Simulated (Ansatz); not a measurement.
Reading a saddle point

A first-order saddle point of SiN$_{2}$H$_{8}$O, singlet, PBE0-D4/def2-TZVP, with one imaginary mode of 1051i cm⁻¹:

| atom | x (Å) | y (Å) | z (Å) |
| --- | --- | --- | --- |
| Si1 | 0.4609 | -0.4748 | 0.0721 |
| O2 | -1.4755 | -0.1619 | -0.4926 |
| H3 | 0.4679 | -1.5980 | -0.9119 |
| H4 | 1.9316 | -0.4424 | 0.4402 |
| N5 | -0.1419 | -0.4611 | 1.6607 |
| H6 | -0.7691 | 0.7726 | -0.9771 |
| N7 | 0.4021 | 1.1280 | -0.8935 |
| H8 | -1.7841 | -0.8117 | -1.1270 |
| H9 | 0.4665 | -0.5380 | 2.4558 |
| H10 | -1.1244 | -0.5048 | 1.8654 |
| H11 | 0.9528 | 1.1372 | -1.7427 |
| H12 | 0.6133 | 1.9551 | -0.3494 |

Computed with Ansatz 0.2.0 (basis: def2-TZVPP and def2-QZVPP); correlated methods freeze the cores. Extrapolation: Hartree–Fock as exp(−7.88 √X), correlation as X^−2.97.

Q: Which contacts change along the imaginary mode, and what lies on either side? (A judgement: the text doesn't fix the answer.)

A: Computed: The step is SiNH₅O ([NH2][SiH2][OH]) + NH₃ → SiN₂H₆ ([NH2][SiH2][NH2]) + H₂O, with the molecules in contact on both sides. Shortening one way: Si1–N7, O2–H6; lengthening the same way: Si1–O2, H6–N7.
| pair | one side (Å) | saddle (Å) | other side (Å) |
| --- | --- | --- | --- |
| Si1–N7 | 3.44 | 1.87 | 1.74 |
| O2–H6 | 2.47 | 1.27 | 0.98 |
| Si1–O2 | 1.66 | 2.04 | 3.43 |
| H6–N7 | 1.02 | 1.23 | 2.00 |

Q: Which side is lower, and how far does the saddle lie above each? (Judge from chemistry; the value comes from the calculation.)

A: Computed: The side with Si1–O2, H6–N7 short is lower by 8.74 kcal/mol; the saddle lies 32.55 kcal/mol above it and 23.81 kcal/mol above the other (CCSD(T) at an estimated basis limit (MP2 extrapolated from triple and quadruple zeta, plus CCSD(T) − MP2 in triple zeta); electronic energies).

No T1 diagnostic of these runs exceeds 0.011.

Labels in which every atom is bracketed show which atoms are joined, not bond orders.

For scale, one of the runs: CCSD(T)/def2-TZVPP, 247 basis functions, launched by `ansatz run in.yaml --threads 4 --pin off --events-out ev --progress --plain --max-ram 9574MiB`. Time: 2.5 min of wall clock on 4 CPU threads of an Arm Neoverse V1; the host was shared. Peak host memory: 5.2 GiB.
